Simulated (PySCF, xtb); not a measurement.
C₄H₉NSi, SMILES C1=CCN([SiH3])C1.

GFN2-xTB in xtb at its own geometry gives an orbital gap of 3.78 eV and a dipole moment of 0.93 D.

Coordinates come from a r2SCAN-D4/def2-SVP optimisation. The structure was generated by enumeration, and PubChem lists no compound with its InChIKey, so it may never have been made. Other conformers were not sampled.

What does PySCF with r2SCAN/def2-TZVP give? (The exact figures need the calculation; the answer reports its results.)

gap 4.59 eV (levels -5.11 and -0.52 eV), dipole 1.21 D.
